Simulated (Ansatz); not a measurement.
Program: Ansatz 0.2.0.

Basis-set series for C$_{6}$H$_{18}$HfN$_{2}$O$_{2}$ (`CC(C)[NH][Hf]([OH])([OH])[NH]C(C)C`). Total charge 0; spin multiplicity 1. Hf takes the def2 core potential. Geometry: relaxed with PBE0-D4/def2-TZVP. It is one conformer, not always the lowest.

Cartesian coordinates in Å:
```
C 1.901 0.066 -1.221
C 1.098 -0.562 -2.348
C 1.122 -2.082 -2.246
N -0.256 -0.041 -2.331
Hf -1.343 0.958 -0.906
O -3.175 0.808 -1.523
O -0.656 2.762 -0.660
N -1.168 0.059 0.926
C -0.269 0.346 2.030
C -0.990 1.040 3.180
C 0.438 -0.914 2.514
H 1.910 1.156 -1.306
H 2.935 -0.284 -1.229
H 1.469 -0.205 -0.252
H 1.584 -0.280 -3.295
H 0.546 -2.536 -3.057
H 0.675 -2.398 -1.298
H 2.143 -2.471 -2.298
H -0.769 -0.360 -3.145
H -4.033 1.172 -1.715
H -0.126 3.480 -0.991
H -1.825 -0.667 1.191
H 0.495 1.039 1.655
H -1.774 0.390 3.582
H -1.460 1.962 2.833
H -0.303 1.284 3.995
H -0.293 -1.628 2.907
H 1.151 -0.692 3.313
H 0.973 -1.400 1.696
```

| functional | basis | functions | energy (Eh) | HOMO (eV) | LUMO (eV) |
| --- | --- | --- | --- | --- | --- |
| PBE0-D4 | def2-TZVPP | 618 | -547.30081 | -5.97 | 0.17 |
| PBE0-D4 | def2-QZVPP | 1191 | -547.32985 | -6.01 | -0.16 |
| ωB97M-V | def2-TZVPP | 618 | -547.57567 | -8.25 | 1.29 |
| ωB97M-V | def2-QZVPP | 1191 | -547.60359 | -8.29 | 0.66 |

(1) Give the rows for def2-SVP. (An estimate is asked.)

## Answers

(1) The calculation gave: 
```tsv
functional	basis	functions	energy (Eh)	HOMO (eV)	LUMO (eV)
PBE0-D4	def2-SVP	262	-546.71791	-5.85	0.36
ωB97M-V	def2-SVP	262	-546.96587	-8.12	1.54
```

Positive LUMOs are unbound and depend on the basis.
